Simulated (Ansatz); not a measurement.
C$_{3}$H$_{7}$O (SMILES C[CH]CO), doublet, geometry from GFN2-xTB; CCSD/6-311G** (Ansatz, a quantum-chemistry and plane-wave program).

Here is a job for Ansatz.
Ansatz 0.2 input:
```yaml
crystal:
  periodic: [false, false, false]
  atoms:
    - {symbol: C, position_ang: [-1.89223601, -0.24806103, 0.13597528]}
    - {symbol: C, position_ang: [-0.54241439, 0.34178157, 0.24412449]}
    - {symbol: C, position_ang: [0.62947001, -0.25810594, -0.42893963]}
    - {symbol: O, position_ang: [1.86541480, 0.25467953, 0.01563737]}
    - {symbol: H, position_ang: [-1.84030574, -1.27945500, -0.20679639]}
    - {symbol: H, position_ang: [-2.41001552, -0.21770240, 1.09700624]}
    - {symbol: H, position_ang: [-2.51798949, 0.31056854, -0.57048766]}
    - {symbol: H, position_ang: [-0.42574496, 1.31068765, 0.69919261]}
    - {symbol: H, position_ang: [0.60646553, -1.35835618, -0.31618966]}
    - {symbol: H, position_ang: [0.62082017, -0.05639144, -1.51388513]}
    - {symbol: H, position_ang: [1.87453379, 0.23952489, 0.97910034]}
basis:
  gaussian:
    orbitals: 6-311G__.json
magnetization: {spin_polarized: true, initial_magnetization: 1}
correlation: {method: ccsd}
```
The basis file holds 6-311G** in the JSON format of the Basis Set Exchange.

Problem. Predict the main parts of the log of this Ansatz run.

Solution. 
```
Functional definition: HF
919 factors; integrals over basis functions are off by at most 1.3e-3 eV
mean field evaluation 1: about -5235.8756 eV, gradient 2.5e1 eV
mean field evaluation 2: about -5235.8814 eV, gradient 2.5e1 eV
mean field evaluation 4: about -5239.1334 eV, gradient 3.2e0 eV
mean field evaluation 8: about -5239.2287 eV, gradient 1.8e-1 eV
mean field evaluation 16: about -5239.2118 eV, gradient 9.9e-1 eV
mean field -5239.22929525 eV, -192.5381253234 hartree, gradient 2.1e-6 eV, S^2 0.763892; 0 other end points of the search recorded, 0 dependent functions left out
4 core orbitals not correlated
reference -5239.22929525 eV, -192.5381253234 hartree; 13, 12 occupied and 97, 98 virtual orbitals, 919 factors
second order -17.06258777 eV of doubles, -0.00000000 eV of singles
cycle   1  -17.78489173 eV  change   -7.2e-1 eV  update   8.2e-2
cycle   2  -18.24001541 eV  change   -4.6e-1 eV  update   2.5e-2
cycle   3  -18.32703771 eV  change   -8.7e-2 eV  update   1.2e-2
cycle   4  -18.32589202 eV  change    1.1e-3 eV  update   3.8e-3
cycle   5  -18.32619687 eV  change   -3.0e-4 eV  update   1.8e-3
cycle   6  -18.32634727 eV  change   -1.5e-4 eV  update   6.8e-4
cycle   7  -18.32613197 eV  change    2.2e-4 eV  update   2.9e-4
cycle   8  -18.32616345 eV  change   -3.1e-5 eV  update   1.3e-4
cycle   9  -18.32617278 eV  change   -9.3e-6 eV  update   6.6e-5
cycle  10  -18.32613713 eV  change    3.6e-5 eV  update   2.9e-5
cycle  11  -18.32615287 eV  change   -1.6e-5 eV  update   1.3e-5
Total energy: -5257.55544813 eV, -193.2115990196 hartree
```
